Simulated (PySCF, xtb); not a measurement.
CuCl, SMILES [Cl][Cu], multiplicity 1.

Harmonic wavenumbers (cm⁻¹) from xtb with GFN2-xTB at its own minimum, in rising order: 315.

Problem. What does PBE0-D3(BJ)/def2-TZVPD in PySCF give at its own minimum? (Estimate from the structure and the level; the computed values follow.)

Solution. 397. Paired by order, the mean absolute difference is 82 cm⁻¹ and the zero-point energies are 0.5 and 0.6 kcal/mol.
